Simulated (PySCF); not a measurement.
Telling isomers of C4H8ClFSi2 apart by NMR

PySCF 2.14.0 with density-fitted response routines calculation with GIAO PBE0/pcSseg-1 shieldings and coordinates at the GFN2-xTB level; one averaged value for each set of equivalent atoms, a single conformation, isolated molecule, non-relativistic Hamiltonian.

δ = σ(ref) − σ, references computed at the same level: ¹H (31.72 ppm), ¹³C (186.93 ppm) vs TMS. Splittings of carbon signals by F and P are missing where no couplings were computed. Where no couplings were computed, multiplicities follow the n + 1 count of equivalent neighbours, and m marks all less simple cases (inequivalent or close neighbours, rings, F or P nearby). Shifts are as computed. Against solution values, carbons near 30 ppm lie about +3 ppm off and those near 130 ppm about +5 ppm; carbons on Cl a further +6 ppm. Of 1309 compounds with measured shifts, 239 miss one by over three times the rms of a fit or turn the order of signals round; such compounds aren't used in these exercises. Carbons bonded to Cl come out too deshielded.

(1) Tabulate the signals of `C[SiH2]C#C[Si@@](C)(F)Cl`, `C=C[Si@@]1(Cl)C[SiH2][C@@H]1F`, `F[SiH2][SiH2]C1=C(Cl)CC1` and their relative energies.

(2) What is the quickest way to tell C[SiH2]C#C[Si@@](C)(F)Cl from F[SiH2][SiH2]C1=C(Cl)CC1?

(3) What is the quickest way to tell C=C[Si@@]1(Cl)C[SiH2][C@@H]1F from F[SiH2][SiH2]C1=C(Cl)CC1?

(4) What is the quickest way to tell C[SiH2]C#C[Si@@](C)(F)Cl from C=C[Si@@]1(Cl)C[SiH2][C@@H]1F?

## Answers

(1) 
| SMILES | carbon types | δC | δH | E rel. (kcal/mol) |
| --- | --- | --- | --- | --- |
| C[SiH2]C#C[Si@@](C)(F)Cl | 2×C 2×CH3 | 116.9, 115.0, 5.6, -5.2 | 4.44 (m, 1H), 4.43 (m, 1H), 0.57 (m, 3H), 0.37 (m, 3H) | 0.0 |
| C=C[Si@@]1(Cl)C[SiH2][C@@H]1F | 2×CH 2×CH2 | 144.0, 141.2, 96.8, 4.3 | 6.56 (m, 1H), 6.45 (m, 1H), 6.24 (m, 1H), 5.80 (m, 1H), 4.84 (m, 1H), 4.75 (m, 1H), 0.93 (m, 1H), 0.64 (m, 1H) | 50.6 |
| F[SiH2][SiH2]C1=C(Cl)CC1 | 2×C 2×CH2 | 158.6, 148.8, 42.1, 30.5 | 5.86 (m, 2H), 4.23 (m, 2H), 2.92 (m, 2H), 2.43 (m, 2H) | 59.0 |

Energies are electronic energies at PBE0/pcSseg-1 on these geometries, without zero-point or thermal terms, each for the one conformer computed, which needn't be the lowest.

(2) Both give the same number of carbon signals, but DEPT or the intensities differ. The first has a methyl carbon bonded to Si (CH3) at 5.6 ppm, the second an allylic sp3 CH2 at 42.1 ppm. Their most deshielded carbons lie at 116.9 and 158.6 ppm. In the proton spectra the most deshielded non-exchanging signals are 4.44 (m, 1H) and 5.86 (m, 2H).

(3) Both give the same number of carbon signals, but DEPT or the intensities differ. The first has a terminal =CH2 carbon at 144.0 ppm, the second a fully substituted alkene carbon (C) at 158.6 ppm. In the proton spectra the most deshielded non-exchanging signals are 6.56 (m, 1H) and 5.86 (m, 2H).

(4) Both give the same number of carbon signals, but DEPT or the intensities differ. The first has an alkyne carbon (C) at 116.9 ppm, the second a terminal =CH2 carbon at 144.0 ppm. In the proton spectra the most deshielded non-exchanging signals are 4.44 (m, 1H) and 6.56 (m, 1H).
